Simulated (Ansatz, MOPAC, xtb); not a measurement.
Dimer: CH4O (SMILES CO) (first 6 atoms) with HBr (SMILES Br); geometry from B3LYP-D3(BJ)/def2-TZVP, rigid monomers moved along the line of their centres of mass till O2···H8 is 2.04 Å.
(charge 0, multiplicity 1):
```json
[
 {"atom": "C", "x (Å)": "-0.1565", "y (Å)": "0.4894", "z (Å)": "0.2119"},
 {"atom": "O", "x (Å)": "-0.1782", "y (Å)": "-0.7630", "z (Å)": "0.9054"},
 {"atom": "H", "x (Å)": "-0.0389", "y (Å)": "0.3383", "z (Å)": "-0.8634"},
 {"atom": "H", "x (Å)": "0.7040", "y (Å)": "1.0369", "z (Å)": "0.5894"},
 {"atom": "H", "x (Å)": "-1.0601", "y (Å)": "1.0723", "z (Å)": "0.4066"},
 {"atom": "H", "x (Å)": "-0.9356", "y (Å)": "-1.2792", "z (Å)": "0.6077"},
 {"atom": "Br", "x (Å)": "-0.5687", "y (Å)": "-0.0018", "z (Å)": "4.2903"},
 {"atom": "H", "x (Å)": "-0.3619", "y (Å)": "-0.4239", "z (Å)": "2.9097"}
]
```

Monomers are frozen at their geometry in the pair; levels with a basis set take the counterpoise correction.

The state that AM1 reach isn't checked.

Codes used: Ansatz (a first-principles code); MOPAC for AM1 (differences of heats of formation); xtb for the GFN methods. Each number belongs to the level named beside it.

Question: What is the computed interaction energy (GFN-FF)?

Answer: -15 kJ/mol

Question: What interaction energy does AM1 give?

Answer: -11 kJ/mol

Question: What is the computed interaction energy (PBE0/def2-TZVPPD)?

Answer: -22 kJ/mol
